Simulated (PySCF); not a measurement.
Simulated C 1s region for `N#CC#[C][Na]`, binding energy against the vacuum level.

Every computed line was given a Gaussian of 0.7 eV full width at half maximum and an area set by the number of equivalent atoms; the highest printed point is 100. Computed with PySCF, delta-SCF UKS SCAN, pcX-2 on the ionised atom, pcseg-1 elsewhere, spin-free X2C.

binding energy (eV), intensity and a bar:
```
    287.7          0 
    287.8          1 
    287.9          2 #
    288.0          5 #
    288.1         11 ###
    288.2         21 ######
    288.3         36 ###########
    288.4         55 ################
    288.5         75 ######################
    288.6         91 ###########################
    288.7        100 ##############################
    288.8         98 ##############################
    288.9         89 ###########################
    289.0         78 #######################
    289.1         70 #####################
    289.2         69 #####################
    289.3         77 #######################
    289.4         88 ##########################
    289.5         98 #############################
    289.6        100 ##############################
    289.7         93 ############################
    289.8         77 #######################
    289.9         57 #################
    290.0         38 ###########
    290.1         23 #######
    290.2         12 ####
    290.3          6 ##
    290.4          4 #
    290.5          4 #
    290.6          8 ##
    290.7         15 ####
    290.8         27 ########
    290.9         44 #############
    291.0         64 ###################
    291.1         83 #########################
    291.2         95 #############################
    291.3         99 ##############################
    291.4         91 ###########################
    291.5         75 ######################
    291.6         55 ################
    291.7         36 ###########
    291.8         21 ######
    291.9         11 ###
    292.0          5 #
    292.1          2 #
    292.2          1 
    292.3          0
```

Problem. How many maxima does the curve show, and how many computed lines lie under it?

Solution. The curve has 3 maxima (at 288.7, 289.6 and 291.3 eV). Under it lie 3 lines from 3 inequivalent carbon sites.

Problem. Decompose the envelope and assign each component. Numbering: `[N:1]#[C:2][C:3]#[C:4][Na:5]`.

Solution. 
```tsv
position (eV)	relative area	line	atoms	environment
288.72	1	C 1s	C4	alkyne carbon
289.59	1	C 1s	C3	alkyne carbon
291.28	1	C 1s	C2	nitrile carbon
```

Lowest listed C 1s: C4, bonded to C (triple bond) and Na. Highest, 2.56 eV above it: C2, bonded to N (triple bond) and C. Summing the Pauling electronegativity differences to the bonded atoms, each weighted by its formal bond order, gives -1.62 for the lowest site and +1.47 for the highest; no listed site has a larger sum than the highest.

No satellites, vibrations or lifetime broadening are included. The unrestricted hole states depart most from a pure doublet (⟨S²⟩ = 0.75; over 0.85 named) for C 1s of C2 (0.90), C 1s of C3 (0.86) and C 1s of C4 (0.96), which makes these values less certain. Isolated species at its PBE0-D3(BJ)/def2-SVP geometry, gas phase.
